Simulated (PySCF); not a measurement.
Isomers of C7H8O2S2, one GFN2-xTB conformer each. Single-point energies are computed at PBE0/pcSseg-1 (PySCF, gas phase, no added dispersion term), electronic only.

```json
{"SMILES": "CS(=O)(=O)c1ccccc1S", "GFN2-xTB relative energy (kcal/mol)": "10.4"}
{"SMILES": "CSc1scc2c1OCCO2", "GFN2-xTB relative energy (kcal/mol)": "0.0"}
```

Conformers: `[CH3:1][S:2](=[O:3])(=[O:4])[c:5]1[cH:6][cH:7][cH:8][cH:9][c:10]1[SH:11]` with C1–S2–C5–C6 103°, C9–C10–S11–H 162°; `[CH3:1][S:2][c:3]1[s:4][cH:5][c:6]2[c:7]1[O:8][CH2:9][CH2:10][O:11]2` with C1–S2–C3–S4 -3°, C6–C7–O8–C9 17°, C7–O8–C9–C10 -47°, O8–C9–C10–O11 64°, C9–C10–O11–C6 -45°.

Question: What does PBE0/pcSseg-1 give for the same structures?

Answer: 
```tsv
SMILES	PBE0/pcSseg-1 E (Eh)	PBE0/pcSseg-1 (kcal/mol)	GFN2-xTB (kcal/mol)	point group
CSc1scc2c1OCCO2	-1217.50895	0.0	0.0	C1
CS(=O)(=O)c1ccccc1S	-1217.48516	14.9	10.4	C1
```

Both levels put the same isomer lowest. As drawn, the higher has an S–H bond and an S=O bond, which the lower lacks.

Question: Which frontier levels, dipoles and rotational constants go with these structures?

Answer: 
```csv
SMILES,"HOMO (eV, PBE0/pcSseg-1)",LUMO (eV),dipole (D),"A, B, C (MHz)"
CSc1scc2c1OCCO2,-5.57,-0.19,0.73,"1641, 641.7, 469.2"
CS(=O)(=O)c1ccccc1S,-6.85,-1.43,4.10,"1237, 810.2, 554.6"
```
